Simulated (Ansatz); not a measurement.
Stretching the Se1–Cl3 bond in ClHSe (SMILES Cl[SeH]) (multiplicity 1 held, fragments rigid). Energies count from the point at 2.190 Å.
Geometry at that point (charge 0, multiplicity 1):
```json
[
 {"atom": "Se", "x (Å)": "0.5185", "y (Å)": "-0.1574", "z (Å)": "0.4654"},
 {"atom": "H", "x (Å)": "1.5059", "y (Å)": "-0.3583", "z (Å)": "-0.6118"},
 {"atom": "Cl", "x (Å)": "-1.1255", "y (Å)": "0.3358", "z (Å)": "-0.8948"}
]
```

Restricted levels (R-, RO-) in cc, def2 and unpolarised 6-31G sets keep to the state of the molecule at rest. Unrestricted levels (U-) break spin symmetry where that is lower. Curves can end on different states.

Codes used: Ansatz (Gaussian orbitals). 

Energies in eV.

| R (Å) | R-HF/def2-TZVPP | R-r2SCAN/def2-TZVPP | U-r2SCAN/def2-TZVPP | U-B3LYP/def2-TZVPP |
|---|---|---|---|---|
| 1.752 | 2.93 | 2.82 | 2.82 | 2.98 |
| 1.971 | 0.43 | 0.43 | 0.43 | 0.51 |
| 2.190 | 0.00 | 0.00 | 0.00 | 0.00 |
| 2.409 | 0.41 | 0.32 | 0.32 | 0.26 |
| 2.628 | 1.11 | 0.90 | 0.89 | 0.80 |
| 2.957 | 2.23 | 1.79 | 1.67 | 1.61 |
| 3.285 | 3.21 | 2.52 | 2.17 | 2.10 |
| 3.833 | 4.41 | 3.31 | 2.50 | 2.40 |
| 4.380 | 5.19 | 3.71 | 2.63 | 2.52 |
| 5.037 | 5.76 | 3.92 | 2.70 | 2.57 |
| 5.913 | 6.18 | 4.02 | 2.73 | 2.60 |
| 7.008 | 6.46 | 4.05 | 2.73 | 2.60 |

Doubts at one or more of the structures used: a restricted determinant that unrestricted orbitals would lower (R-HF/def2-TZVPP, R-r2SCAN/def2-TZVPP); a spin-contaminated determinant (U-r2SCAN/def2-TZVPP, U-B3LYP/def2-TZVPP).

Ansatz is a first-principles code.
